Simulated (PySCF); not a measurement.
## Zinc: a sound run and one with changed settings

Sound run: Zn [Ar] 3d10 4s2, Zn⁺ [Ar] 3d10 4s1. Computed with PySCF 2.14 in def2-TZVP (6s5p4d1f, 48 functions), with no relativity, point nucleus. In the sound run the correlated levels freeze [Ar]. The sound run starts from symmetry-adapted Hartree-Fock orbitals and uses a fine grid where one is needed.

Changed run: initial guess minao, at most 50 SCF cycles.

| species | method | sound run (hartree) | changed run (hartree) | converged |
| --- | --- | --- | --- | --- |
| Zn | UHF | -1777.80707 | -1777.80707 | yes |
| Zn | TPSS | -1779.40300 | -1779.40300 | yes |
| Zn | CCSD(T) | -1778.19127 | -1778.19127 | yes |
| Zn⁺ | MN15 | -1779.34575 | -1779.34575 | yes |
| Zn⁺ | MP2 | -1777.89023 | -1777.89023 | yes |

Here the plain start reaches the same solutions.
